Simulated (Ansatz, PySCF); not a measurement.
Gas-phase reaction in SMILES: COC(C)=O → [CH3] (CH3) + CO[C]=O (the C-C bond at the site shown breaks; other sites are not compared here)
Geometries: B3LYP-D3(BJ)/def2-TZVP minima from Ansatz (a program for electronic structure), one conformer each, not searched for the lowest.

Quantity: bond dissociation energy (0 K, with B3LYP-D3(BJ) harmonic zero-point energies from PySCF), in kJ/mol. Correlated levels leave the core frozen unless marked. Open shells are spin-unrestricted. No spin-orbit coupling. No relativistic terms. CBS marks a two-point X^-3 extrapolation of the correlation energy; Hartree-Fock from the larger set. [CCSD(T)-MP2]/basis is that difference in the basis named.

RI-MP2/CBS(cc-pVTZ,cc-pVQZ)+[CCSD(T)-MP2]/cc-pVTZ (Ansatz) gives 392.3 kJ/mol.

Task: Another calculation gave 347.2 kJ/mol. Which level was it?
A) B2GP-PLYP/def2-TZVPD (Ansatz)
B) r2SCANh/def2-TZVPD (Ansatz)
C) SVWN5/def2-TZVPD (Ansatz)
D) revPBE/def2-TZVPD (Ansatz)

Result: D, revPBE/def2-TZVPD (Ansatz). The others give 359.6 (r2SCANh), 453.1 (SVWN5), 377.1 (B2GP-PLYP) kJ/mol.
